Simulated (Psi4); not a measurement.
sodium atom (Na), doublet. Base run: HF/def2-SV(P) (Psi4).

Geometry (Å):
```xyz
1

Na     0.0000     0.0000     0.0000
```
Charge 0, spin multiplicity 2.
Orbitals are unrestricted.
All else is at Psi4's defaults (density fitting; Cartesian or spherical functions as each basis is defined).

Each row names what was changed in the base input (with any setting that the change needs).

| change | basis functions | E (Eh) |
|---|---|---|
| base | 15 | -161.79263 |
| basis = STO-3G | 9 | -159.66841 |
| basis = pcseg-1 | 10 | -161.83278 |
| basis = 6-31G | 13 | -161.84143 |
| basis = aug-pcseg-1 | 14 | -161.83295 |
| basis = def2-SVP | 15 | -161.79263 |
| basis = def2-SVPD | … | … |
| basis = pcseg-2 | 19 | -161.84735 |
| basis = 6-311G** | … | … |
| basis = 6-311++G** | … | … |
| basis = def2-TZVPP | 32 | -161.85186 |
| basis = def2-TZVPD | 35 | -161.85186 |
| basis = def2-QZVPP | … | … |

Problem. Fill in the missing entries.

Solution. 
- basis = def2-SVPD, basis functions: 18
- basis = def2-SVPD, E (Eh): -161.79278
- basis = 6-311G**, basis functions: 26
- basis = 6-311G**, E (Eh): -161.84593
- basis = 6-311++G**, basis functions: 30
- basis = 6-311++G**, E (Eh): -161.84598
- basis = def2-QZVPP, basis functions: 58
- basis = def2-QZVPP, E (Eh): -161.85880

Totals compare only among sets that treat the same electrons; sets with core potentials leave the core out.

Open shells are given as the SCF converged; they aren't shown to be the lowest states, and a large step between rows can be another state.
